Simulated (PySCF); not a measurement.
C2H9FOSi2, SMILES C[C@H]([SiH3])[Si@H](O)F.

Geometry: B3LYP-D3(BJ)/def2-SVP. The structure was generated by enumeration; whether it is a known compound was not checked. One conformer was computed; it need not be the lowest.

Computed with SMD-ωB97X/6-31G* (PySCF).

Solvation free energies are E(SMD) − E(gas) at the gas-phase geometry, for 1 M in both phases. In vacuum the dipole moment is 1.78 D.

Rank water, acetonitrile, 1-octanol by solvation free energy, most negative first.

1-octanol (-5.8 kcal/mol), acetonitrile (-5.1 kcal/mol), water (-2.9 kcal/mol)
